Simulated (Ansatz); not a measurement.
Relaxation of BrClH4OSn (8 atoms, charge 0, multiplicity 1), to a largest force component of 0.03 eV/Å in at most 50 steps.

All numbers below come from RKS PBE0/def2-SVP (Ansatz 0.2.0).

```xyz
8
Properties=species:S:1:pos:R:3
Sn -0.103 0.628 -0.385
O 0.475 -0.449 2.521
H -0.352 -0.525 3.010
H 1.321 -0.278 -0.550
Cl -0.561 1.538 -2.504
H -1.566 -0.053 0.147
Br 0.398 2.666 1.098
H 0.768 0.470 2.712
```

Question: Where does it end, and by what steps?

Answer: The forces met the threshold. After 8 steps the energy has fallen by 0.102 eV; O2 moved furthest, 0.29 Å.

```csv
step,energy less start (eV),largest force component (eV/Å),accepted
0,0.0000,0.822,yes
1,-0.0366,1.082,yes
2,-0.0479,1.091,yes
3,-0.0795,0.638,yes
4,-0.0908,0.267,yes
5,-0.0891,0.316,no
6,-0.1017,0.031,yes
7,-0.1019,0.038,yes
8,-0.1020,0.005,yes
```

```xyz
8
Properties=species:S:1:pos:R:3
Sn -0.086 0.592 -0.202
O 0.411 -0.352 2.251
H -0.388 -0.455 2.783
H 1.346 -0.292 -0.419
Cl -0.536 1.463 -2.361
H -1.581 -0.079 0.250
Br 0.379 2.680 1.130
H 0.835 0.438 2.616
```

Whether the end is a true minimum wasn't checked by a vibrational analysis.

Run time: 22 s on 4 threads of Arm Neoverse V1, with other jobs on the host, peak memory 0.3 GiB.
